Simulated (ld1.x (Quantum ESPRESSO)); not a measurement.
**What the settings do to the TM potential of ruthenium (Ru)**

Base potential:

ruthenium (Ru), norm-conserving Troullier–Martins (Kleinman–Bylander form), made with ld1.x (Quantum ESPRESSO) 7.5 (LDA (PZ), scalar-relativistic). Core [Ar] 3d10 4s2, reference 4p6 4d7 5s1 5p0. Waves: 5s (bound): rc 2.85 bohr; 4d (bound): rc 1.90 bohr; 4p (bound): rc 1.90 bohr. Local part: the p channel. Core correction: none.

All-electron outer shells of the reference configuration (LDA (PZ), scalar-relativistic, ld1.x):

```tsv
shell	level (eV)	outermost node (bohr)	outermost maximum (bohr)
3d	-273.50	–	0.30
4s	-76.44	0.48	0.91
4p	-46.53	0.49	0.98
4d	-5.40	0.48	1.21
5s	-4.52	1.24	2.73
5p	-1.04	1.41	3.82
```

Cutoffs, loose and tight: the cutoffs (Ry, on a coarse ladder) from which the occupation-weighted sum of valence levels, in a spherical-Bessel basis at the reference potential, stays within 10 and 1 mRy of its value at 400 Ry. They do not see the model core or the augmentation charge, which bear on the density cutoff. Test errors are all-electron minus pseudo excitation energies from the reference, over the configurations 4p6 4d7 5s0 5p0; 4p6 4d6 5s0 5p0; 4p6 4d5 5s0 5p0; 4p6 4d4 5s0 5p0; 4p5 4d7 5s1 5p0; 4p6 4d8 5s0 5p0; 4p6 4d7 5s0 5p1 (two spin-polarised tests are not counted in the largest error). A dash means not determined; rows that change the core or the reference have their own tests.

A true bound ghost makes a file unfit for plane-wave use even where its test errors are small: the radial tests pick states by their node count and pass the ghost by.

```csv
change,outcome,"cutoff, loose","cutoff, tight",bound ghosts,largest test error (meV)
base,generated,50 Ry,60 Ry,s,+195
"all radii scaled by about 0.91 (s 2.58, p 1.72, d 1.72 bohr)",generated,50 Ry,70 Ry,s,+183
"all radii scaled by about 0.96 (s 2.72, p 1.82, d 1.82 bohr)",generated,50 Ry,60 Ry,s,+194
"all radii scaled by about 1.04 (s 2.98, p 1.98, d 1.98 bohr)",generated,45 Ry,70 Ry,s,+182
"all radii scaled by about 1.10 (s 3.14, p 2.08, d 2.08 bohr)",generated,45 Ry,60 Ry,s,+149
"all radii scaled by about 1.17 (s 3.32, p 2.22, d 2.22 bohr)",generated,40 Ry,60 Ry,s,-118
"all radii scaled by about 1.25 (s 3.58, p 2.38, d 2.38 bohr)",generated,40 Ry,60 Ry,s,-142
"all radii scaled by about 1.33 (s 3.80, p 2.52, d 2.52 bohr)",generated,35 Ry,55 Ry,s,-185
"all radii scaled by about 1.39 (s 3.96, p 2.64, d 2.64 bohr)",generated,35 Ry,55 Ry,s,-248
```

(1) What comes out with this change to the base: all radii scaled by about 0.75 (s 2.14, p 1.42, d 1.42 bohr)?

(2) What comes out with this change to the base: all radii scaled by about 0.82 (s 2.34, p 1.56, d 1.56 bohr)?

Answers

(1) outcome: generated; cutoff, loose: 70 Ry; cutoff, tight: 110 Ry; bound ghosts: s; largest test error (meV): +97.

(2) outcome: generated; cutoff, loose: 55 Ry; cutoff, tight: 90 Ry; bound ghosts: s; largest test error (meV): +141.

Reading the sweep of the scale of all radii (base = 1) (base included, trends over the rows without a ghost): Bound ghosts are found at 0.75, 0.82, 0.91, 0.96, 1, 1.04, 1.1, 1.17, 1.25, 1.33, 1.39. Every judged row has one, so this setting neither creates nor removes them.
